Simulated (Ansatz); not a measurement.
`[CH3][W](=[NH])(=[NH])[OH]`, relaxed with RKS PBE0-D4/def2-TZVP in Ansatz from a GFN2-xTB geometry. The force threshold is 0.005 eV/Å; the program also tests the step.

Total charge 0; spin multiplicity 1. W takes the def2 core potential.

Start:

```xyz
11

C     1.490   -0.413   -0.351
W    -0.572    0.246    0.131
N    -0.797   -0.558    1.708
N    -1.482   -0.620   -1.136
O    -0.489    2.107    0.072
H     1.674   -1.496   -0.299
H     2.204    0.062    0.344
H     1.770   -0.095   -1.370
H    -1.090   -1.100    2.524
H    -2.112   -1.195   -1.699
H    -0.597    3.064    0.077
```

Q: By how much does the energy fall, and how many steps does the optimiser take? (Best estimate.)

A: Computed: 9.34 kcal/mol, in 26 steps, 3 of them rejected.

Q: Which bonds change most? (An estimate is asked.)

A: The calculation gave: C1–W2 from 2.217 to 2.122 Å; W2–O5 from 1.864 to 1.902 Å; W2–N4 from 1.784 to 1.749 Å; W2–N3 from 1.784 to 1.751 Å.

Q: Give the relaxed structure. (An estimate is asked.)

A: Ansatz gave: 
```xyz
11

C     1.532   -0.424   -0.366
W    -0.452    0.225    0.016
N    -0.760   -0.312    1.654
N    -1.405   -0.613   -1.188
O    -0.571    2.114   -0.171
H     1.621   -1.509   -0.284
H     2.216    0.033    0.355
H     1.820   -0.131   -1.380
H    -1.234   -0.865    2.351
H    -2.112   -1.223   -1.566
H    -0.655    2.704    0.580
```
